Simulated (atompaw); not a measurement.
PBE PAW (atompaw) dataset for Cl, non-relativistic all-electron reference.

Input for atompaw 4.2.0.5:

```
Cl 17
GGA-PBE loggrid 1500 logderivrange -4 5 226
3 3 0 0 0 0
3 1 5
0 0 0
c
c
v
c
v
1
1.55 1.35 1.25 1.15
y
3.35
n
y
-0.3
n
custom rrkj gramschmidtortho sinc
2 0.5 troulliermartins
1.55
1.25
1.55
1.55
PWSCFOUT
UPFDX 0.0125d0 UPFXMIN -7.d0 UPFZMESH 17.d0
END
```

Command:

```bash
atompaw < Cl.input > Cl.log
```

Output (summary file):

```
Completed calculations for Cl (AE)

 Exchange-correlation type: GGA, Perdew-Burke-Ernzerhof

 Radial integration grid is logarithmic
 r0 =   4.7245608E-04 h =   8.0317534E-03   n =      1500 rmax =   8.0000000E+01

 Non-relativistic calculation

 AEatom converged in  31 iterations
   nz     =  17.00
   delta  =       9.185295130461E-16

 All Electron Orbital energies:
  n  l      occupancy      energy
  1  0      2.0000000E+00 -2.0142205E+02
  2  0      2.0000000E+00 -1.8446437E+01
  3  0      2.0000000E+00 -1.5088487E+00
  2  1      6.0000000E+00 -1.4080189E+01
  3  1      5.0000000E+00 -6.3278872E-01

 Total energy
   Total                    :     -919.92517711557343

 ---
 Completed calculations for Cl (SC)

 Exchange-correlation type: GGA, Perdew-Burke-Ernzerhof

 Radial integration grid is logarithmic
 r0 =   4.7245608E-04 h =   8.0317534E-03   n =      1500 rmax =   8.0000000E+01

 Non-relativistic calculation

 SCatom converged in   2 iterations
   nz     =  17.00
   delta  =       2.551756577825E-17

 Valence Electron Orbital energies:
  n  l      occupancy      energy
   3  0      2.0000000E+00 -1.5088487E+00
   3  1      5.0000000E+00 -6.3278872E-01

 Total energy
   Total                    :     -919.92517711825712
   Valence                  :      -78.94682976856014

 PAW parameters:
       lmax =            1
         rc =    1.5498169608639323
        irc =         1009
   rc_shape =    1.3519559918365625
    rc_vloc =    1.2576444026125246
    rc_core =    1.1512593861106477
   Vloc: Norm-conserving Troullier-Martins with l= 2;e=   5.0000E-01
   Projector type: RRKJ pseudization + Gram-Schmidt ortho.
   Sinc^2 compensation charge shape zeroed at   1.3520E+00

 Number of basis functions     4
 No.   n  nodes  l      Energy         Cp coeff         Occ
  1    3    2    0   -0.1508849E+01  0.1000000E+01  0.2000000E+01
  2  999    3    0    0.3350000E+01  0.3226872E-01  0.0000000E+00
  3    3    1    1   -0.6327887E+00  0.1000000E+01  0.5000000E+01
  4  999    2    1   -0.3000000E+00  0.3181670E-03  0.0000000E+00

 Eigenvalues of overlap operator (in the basis of projectors):
    1        2.26768152E-02
    2        3.25668007E-01
    3        3.68061101E+00
    4        5.76731360E+00

 Orbital leakage outside PAW augmentation regions
   orb  is_core?  %out_of_sphere
   1 0    T           0.00
   2 0    T           0.01
   3 0    F          43.79
   2 1    T           0.03
   3 1    F          58.88

 Summary of PAW energies
   Total valence energy     :    -78.94683013730760
   Smooth energy            :     25.95687342489144
   One center               :   -104.90370356219904
   Smooth kinetic           :     12.30672904718729
   Vloc energy              :     -4.76580551588705
   Smooth exch-corr         :     -7.55185219362557
   One-center xc            :    -48.38007095062624
```

The run took about 0.29 s on one core of a shared server CPU.
